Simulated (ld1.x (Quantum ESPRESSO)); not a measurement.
## Transferability test, TM potential for nickel

```
Element                 : Ni
Generator               : ld1.x (Quantum ESPRESSO) 7.5
Type                    : norm-conserving Troullier–Martins (Kleinman–Bylander form)
Functional              : LDA (PZ)
Relativity              : scalar-relativistic
Frozen core             : [Ar]
Valence charge          : 10
Reference configuration : 3d8 4s0 4p0 (charge +2)
Partial waves           : 4s (bound, empty): rc 1.65 bohr; 4p (bound, empty): rc 2.45 bohr; 3d (bound): rc 1.45 bohr
Local potential         : the d channel
Core correction         : Bessel-smoothed model core inside 0.65 bohr
```

Energies are relative to the spin-unpolarised reference configuration 3d8 4s0 4p0; without spin polarisation the order of configurations can differ from experiment. Spin-polarised rows fill each open shell by Hund’s rule, majority spin first. Not all tests gave a result: 1 of 9 tests not solved or not reliable. Left out of the table: 3d9 4s1 4p0 (solver errors, printed error -707 eV).

| valence configuration | charge | ΔE all-electron (eV) | error AE − PS (meV) |
| --- | --- | --- | --- |
| 3d8 4s2 4p0 | 0 | -27.260 | -15 |
| 3d8 4s1 4p0 | +1 | -17.659 | -6.3 |
| 3d7 4s0 4p0 | +3 | 37.798 | -273 |
| 3d7 4s2 4p0 | +1 | -10.854 | -321 |
| 3d8 4s0 4p0 (spin-polarised) | +2 | -0.945 | +42 |
| 3d8 4s2 4p0 (spin-polarised) | 0 | -28.172 | +29 |

(1) What are ΔE and the potential's error for 3d8 4s1.5 4p0?

(2) What are ΔE and the potential's error for 3d8 4s0 4p1?

Levels in the configuration 3d8 4s0 4p1:

```json
{"level": "3d", "all-electron (eV)": "-19.836", "pseudo (eV)": "-19.906"}
{"level": "4p", "all-electron (eV)": "-8.662", "pseudo (eV)": "-8.654"}
```

Note: ghost states, extra bound levels that the all-electron valence spectrum of the same l lacks: s at -223.3 eV, p at -100.5 eV. A true bound ghost makes a file unfit for plane-wave use.

Answers

(1) ΔE = -23.417 eV all-electron; the error (AE − PS) is -11 meV.

(2) ΔE = -11.886 eV all-electron; the error (AE − PS) is -4.5 meV.
